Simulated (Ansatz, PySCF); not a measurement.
Si(Br)(OH)2(OMe) (CH5BrO3Si), SMILES CO[Si](O)(O)Br. Atoms are numbered in the order given.

```xyz
11

C      2.4464    -0.8746     0.1638
O      1.1879    -1.3421    -0.2502
Si    -0.2626    -0.7333     0.1829
O     -0.4685    -0.9167     1.7968
O     -1.4658    -1.5036    -0.6167
Br    -0.2991     1.4384    -0.3436
H      2.5791    -0.9894     1.2525
H      3.2205    -1.4650    -0.3470
H      2.5881     0.1886    -0.0969
H     -1.2719    -0.5604     2.1870
H     -1.4992    -1.3945    -1.5717
```
Charge 0, spin multiplicity 1.

Coordinates come from a PBE0-D3(BJ)/def2-SVP optimisation. The values are those of a single conformer.

Two levels are set side by side: PBE-D3(BJ)/def2-SVP (Ansatz, a first-principles code) and PBE0-D3(BJ)/def2-SVP (Ansatz). Each level has its own optimised geometry; the coordinates shown are those of the second. Frequencies come from the Hessian of PySCF at each geometry. Differences are taken from unrounded values.

| quantity | PBE0-D3(BJ) | PBE-D3(BJ) | PBE-D3(BJ) minus PBE0-D3(BJ) |
|---|---|---|---|
| mean bond length (Å) | 1.378 | 1.391 | 0.014 |
| bond C1–O2 (Å) | 1.405 | 1.419 | 0.014 |
| bond O2–Si3 (Å) | 1.632 | 1.650 | 0.018 |
| bond Si3–O4 (Å) | 1.637 | 1.655 | 0.018 |
| bond Si3–O5 (Å) | 1.637 | 1.655 | 0.018 |
| bond Si3–Br6 (Å) | 2.235 | 2.256 | 0.021 |
| bond C1–H7 (Å) | 1.103 | 1.112 | 0.009 |
| bond C1–H8 (Å) | 1.099 | 1.108 | 0.009 |
| bond C1–H9 (Å) | 1.104 | 1.113 | 0.009 |
| bond O4–H10 (Å) | 0.962 | 0.973 | 0.011 |
| bond O5–H11 (Å) | 0.962 | 0.973 | 0.011 |
| highest harmonic wavenumber (cm⁻¹) | 3941 | 3771 | -169 |
| mean harmonic wavenumber (cm⁻¹) | 1188 | 1145 | -43 |
| zero-point energy (kcal/mol) | 45.86 | 44.19 | -1.67 |

Exact exchange shortens and stiffens bonds; PBE has none. Differences between two approximate levels are no errors against the true value.
